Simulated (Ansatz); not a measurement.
Total energies of Si4S4 (the lowest singlet isomer of a short search) from Ansatz at PBE0-D4/def2-SVP, gas phase (1 Eh = 27.2114 eV = 2625.5 kJ/mol). The reference geometry is relaxed at PBE-D4/def2-SVP.

Cartesian coordinates in Å:
```
Si 1.113 -0.832 1.457
Si -1.954 -0.249 0.422
Si 0.415 1.968 -0.121
Si 0.425 -0.885 -1.758
S -1.153 0.862 -1.509
S 2.024 0.258 -0.438
S -0.440 0.917 1.821
S -0.430 -2.038 0.126
```

| state | geometry | energy (Eh) |
| --- | --- | --- |
| charge 0 singlet | reference | -2749.04147 |
| charge -1 doublet | reference | -2749.07790 |
| charge -1 doublet | relaxed at PBE-D4/def2-SVPD | -2749.10046 |
| free Si atom (triplet) | – | -289.15194 |
| free S atom (triplet) | – | -397.83788 |

Problem. Work out the vertical electron affinity, to the doublet.

Solution. E(charge 0 singlet) − E(charge -1 doublet) = -2749.04147 − (-2749.07790) = 0.03643 Eh = 0.99 eV. The basis lacks diffuse functions, which makes affinities too small.

Problem. How much does the charge -1 doublet relax, and what is the adiabatic electron affinity?

Solution. Relaxation: -2749.07790 − (-2749.10046) = 0.02256 Eh = 0.61 eV. Adiabatic electron affinity: 0.05899 Eh = 1.61 eV, without zero-point energy. 

Problem. What is the binding energy per atom against free atoms?

Solution. Atoms: 4 × (-289.15194) + 4 × (-397.83788) = -2747.95928 Eh. Binding: -2747.95928 − (-2749.04147) = 1.08219 Eh = 29.45 eV, or 3.68 eV for each of 8 atoms (no zero-point energy, no counterpoise term).

At PBE0-D4/def2-SVP the highest occupied level of the charge -1 doublet lies above zero (up to 0.52 eV). By energy differences its removal costs 0.99 eV (vertical, to the charge 0 singlet, at PBE0-D4/def2-SVP); self-interaction error and the lack of diffuse functions both raise the level. 

The structure comes from a short search, and lower isomers may exist.
